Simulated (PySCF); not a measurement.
Si(H)2(Br)(Et) (C2H7BrSi), SMILES C(C)[SiH2]Br. Atoms are numbered in the order given.

```xyz
11

Si    -0.1125     1.0821    -0.4814
Br     1.1398    -0.5593     0.4227
C     -1.7817     0.3834    -0.9927
C     -2.6029    -0.2233     0.1513
H     -0.2589     2.1420     0.5541
H      0.6322     1.6214    -1.6516
H     -2.3325     1.2126    -1.4752
H     -1.6017    -0.3642    -1.7848
H     -3.5681    -0.6124    -0.2098
H     -2.8176     0.5224     0.9340
H     -2.0632    -1.0561     0.6286
```

Coordinates come from a B3LYP-D3(BJ)/def2-SVP optimisation. One conformer was computed; it need not be the lowest.

Two levels are set side by side: PBE/pcSseg-1 (PySCF) and KT2/pcSseg-1 (PySCF). GIAO shifts against TMS (²⁹Si), TMS (¹H), TMS (¹³C) at the same level; non-relativistic, no solvent, atoms listed together averaged. Without spin–orbit terms, shifts of atoms bonded to Cl or Br come out too high at both levels. Differences are taken from unrounded values.

```json
[
 {"quantity": "δ(²⁹Si) of Si1 (ppm)", "KT2": "1.3"},
 {"quantity": "δ(¹³C) of C3 (ppm)", "KT2": "15.8"},
 {"quantity": "δ(¹³C) of C4 (ppm)", "KT2": "12.1"}
]
```

**Question.** What does PBE give, and how far is it from KT2? (An estimate is asked for; the answer gives what the named calculation found.)

**Answer.** 
```tsv
quantity	PBE	PBE minus KT2
δ(²⁹Si) of Si1 (ppm)	3.5	2.2
δ(¹³C) of C3 (ppm)	15.9	0.0
δ(¹³C) of C4 (ppm)	11.8	-0.3
```

Rough cost on one machine, each run with all the roots and properties that it gave: KT2 against PBE within a factor of 2.
